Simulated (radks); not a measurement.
Values are calculated unless marked as measured or tabulated.
Zn XII, 19 electrons, occupied as [Ar] 5s1 (not the ground configuration). Level of theory: scalar-relativistic Kohn-Sham, SCAN, spin-unpolarised, spherical densities, finite nucleus; meta-GGA in the generalised Kohn-Sham scheme; Fermi nuclear charge, rms radius 3.9283 fm (a radial shooting solver on a logarithmic mesh with Libxc functionals).

X-ray form factor f0, the Fourier transform of the density (f0(0) = 19):

sin(theta)/lambda (1/angstrom),f0 (electrons)
0.05,18.832
0.1,18.375
0.15,17.744
0.2,17.056
0.25,16.380
0.3,15.725
0.4,14.374
0.5,12.891
0.6,11.413
0.8,9.045
1,7.519
1.25,6.366
1.5,5.586
2,4.219
